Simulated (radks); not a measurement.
Values are calculated unless marked as measured or tabulated.
Question: Neutral lutetium, 71 electrons, occupied as [Xe] 4f14 5d1 6s2. Level of theory: Dirac Kohn-Sham, PBE, spin-unpolarised, spherical densities, point nucleus; open shells are shared between the two j in proportion to 2j + 1; speed of light set to 1370.36 atomic units (10 times the physical value, a model run) (a radial shooting solver on a logarithmic mesh with Libxc functionals).

Spin-orbit splittings of the eigenvalues, e(l+1/2) - e(l-1/2), with zeta = 2 splitting/(2l+1) and mean radii in bohr:

shell  occ.  splitting (eV)  zeta (eV)  <r> j=l-1/2  <r> j=l+1/2
2p        6           9.366      6.244      0.07640      0.07647
3p        6           1.972      1.315       0.2202       0.2204
3d       10          0.5142     0.2057       0.1938       0.1939
4p        6               ?          ?       0.5263       0.5266
4d       10         0.09678    0.03871       0.5499       0.5500
4f       14         0.01650   0.004715       0.6933       0.6934
5p        6         0.05435    0.03623        1.445        1.446
5d        1        0.003690   0.001476        2.668        2.670

Estimate the 4p splitting.

Answer: 0.4394 eV (zeta = 0.2929 eV).
